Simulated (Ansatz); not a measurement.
Compare A (`N[SiH](Cl)[GeH3]`) with its isomer B (`Cl[SiH2][NH][GeH3]`).

Isolated molecules relaxed with PBE0-D4/def2-TZVP in Ansatz; ΔE leaves out vibrations. CBS: MP2 limit from def2 TZ/QZ plus the TZ coupled-cluster correction, frozen cores. Functionals use def2-TZVPP. For Ge outer-core shells are correlated without core-valence functions, which leaves a few kJ/mol of doubt a bond. Scalar relativity is left out up to krypton. One conformer a species, not always the lowest.

A:

Z-matrix (Å, degrees):
```
Si
Cl 1 2.081
Ge 1 2.374 2 106.7
N 1 1.705 2 114.6 3 -120.8
H 1 1.481 2 105.1 3 121.7
H 3 1.539 1 109.3 2 -72.7
H 3 1.535 1 110.7 2 46.9
H 3 1.538 1 110.9 2 168.0
H 4 1.008 1 120.2 2 -73.8
H 4 1.007 1 120.6 2 72.2
```

B:

```xyz
10

Cl    2.705    0.451    0.824
Si    1.191    0.828   -0.538
N     0.004   -0.388   -0.600
Ge   -1.361   -0.642    0.620
H     0.559    2.088   -0.093
H     1.855    0.948   -1.855
H     0.214   -1.196   -1.168
H    -1.533    0.699    1.342
H    -1.003   -1.756    1.619
H    -2.633   -1.032   -0.150
```

Which isomer does CCSD(T)/CBS put lower? Give the gap. (Best estimate.)

The calculation gave: A, by 2.4 kJ/mol.

Give E(B) − E(A) in kJ/mol with PBE0-D4, MP2/def2-TZVPP, B2PLYP, CCSD/def2-TZVPP, CCSD(T)/def2-TZVPP, r2SCAN-D4, PBE-D4. (Estimate.)

Ansatz gave: PBE0-D4 14.7, MP2/def2-TZVPP -5.4, B2PLYP 1.1, CCSD/def2-TZVPP -2.9, CCSD(T)/def2-TZVPP -1.9, r2SCAN-D4 10.7, PBE-D4 19.7. The order is the other way round with MP2/def2-TZVPP, CCSD/def2-TZVPP, CCSD(T)/def2-TZVPP.

Largest T1 diagnostic: 0.011.

In def2-TZVPP, CCSD(T) changes the Hartree–Fock value by +12.2 kJ/mol (the triples alone add +1.0 kJ/mol) and MP2 by +8.7 kJ/mol. From PBE to PBE0 (25 % exact exchange), in def2-TZVPP and without D4, E(B) − E(A) moves by −5.1 kJ/mol.
